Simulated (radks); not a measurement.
The nuclear charge of the iron ion Fe2+ is varied continuously with 24 electrons held in [Ar] 3d6. All-electron calculation, non-relativistic Kohn-Sham, r2SCAN, spin-unpolarised, spherical densities, point nucleus; meta-GGA in the generalised Kohn-Sham scheme. Program: a radial shooting solver on a logarithmic mesh with Libxc functionals. By the Hellmann-Feynman theorem dE/dZ = E(electron-nucleus)/Z, the electronic potential at the nucleus.

Z     E (hartree)  E(electron-nucleus)/Z (hartree)  HOMO  e(HOMO) (eV)  <r> HOMO (bohr)
25    -1150.46783                         -109.237    3d       -10.579            1.292
25.5  -1205.80073                         -112.091    3d       -17.564            1.165
26    -1262.55623                         -114.929    3d       -25.781            1.070
26.5  -1320.72754                         -117.755    3d       -35.103           0.9950
27    -1380.30987                         -120.573    3d       -45.443           0.9329

The central difference of E at Z = 26 is -114.927 hartree, to compare with the third column; the second derivative is -5.66 hartree.
